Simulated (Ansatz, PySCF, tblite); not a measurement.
Breaking a bond: NaBr, singlet.

- GFN2-xTB, 300 K electronic temperature (tblite)
- UKS-B3LYP/6-31G* = PySCF with unrestricted B3LYP/6-31G*, spherical d
- RKS-M06-2X/6-31G* = PySCF with restricted M06-2X/6-31G*, spherical d
- UCCSD(T) = Ansatz (a program for electronic structure) with CCSD(T) on UHF/aug-cc-pVQZ, cores with 3d frozen

Energies relative to the lowest point of each curve near equilibrium, in mEh; the last columns give the difference from UCCSD(T):

```tsv
R / Å	GFN2-xTB	UKS-B3LYP/6-31G*	RKS-M06-2X/6-31G*	UCCSD(T)	GFN2-xTB − UCCSD(T)	UKS-B3LYP/6-31G* − UCCSD(T)	RKS-M06-2X/6-31G* − UCCSD(T)
2.01	56.4	52.3	52.3	61.1	-4.7	-8.8	-8.8
2.16	18.9	20.9	20.4	25.9	-7.0	-5.0	-5.5
2.22	11.1	13.3	12.8	17.1	-6.0	-3.8	-4.2
2.38	1.4	2.3	2.0	3.6	-2.3	-1.3	-1.6
2.45	0.2	0.5	0.4	1.1	-0.9	-0.6	-0.7
2.51	0.0	0.0	0.0	0.0	0.0	0.0	0.0
2.60	0.8	0.6	0.9	0.0	0.8	0.6	0.9
2.67	2.0	2.0	2.5	0.9	1.0	1.0	1.5
2.78	4.4	5.3	6.1	3.7	0.7	1.6	2.4
2.89	7.3	9.5	10.6	7.4	-0.1	2.1	3.2
3.10	13.3	19.0	20.7	16.2	-2.9	2.8	4.5
3.35	20.3	31.0	33.4	27.7	-7.4	3.3	5.7
3.76	31.9	49.5	52.9	45.8	-13.9	3.7	7.1
4.07	40.2	61.6	65.7	58.0	-17.8	3.6	7.7
4.55	51.1	76.6	82.2	74.1	-22.9	2.5	8.1
4.97	58.4	85.4	93.8	85.6	-27.2	-0.1	8.2
5.45	64.5	92.3	104.5	96.4	-31.8	-4.1	8.1
6.12	—	98.4	115.8	—	—	—	—
6.76	—	102.0	123.7	—	—	—	—
7.56	—	105.0	130.8	—	—	—	—
```

GFN2-xTB is furthest from UCCSD(T) at 5.45 (-31.8 mEh, below); its mean absolute difference over the points is 8.7 mEh.

UKS-B3LYP/6-31G* is furthest from UCCSD(T) at 2.01 (-8.8 mEh, below); its mean absolute difference over the points is 2.6 mEh.

RKS-M06-2X/6-31G* is furthest from UCCSD(T) at 2.01 (-8.8 mEh, below); its mean absolute difference over the points is 4.6 mEh.

A dash means that the run gave no value there, or that the column was ended at a point which the program doubted or which failed a test of continuity chosen for this set; such a test can also cut sound points.

The unrestricted determinant behind UKS-B3LYP/6-31G* is spin-contaminated at 4.55 to 7.56 Å (<S²> up to 0.5, against 0.00 for a pure singlet). The restricted form behind RKS-M06-2X/6-31G* keeps the bonding electrons paired and can't separate into open-shell fragments. The unrestricted determinant behind UCCSD(T) is spin-contaminated at 6.12 to 7.56 Å (<S²> up to 1.0, against 0.00 for a pure singlet).
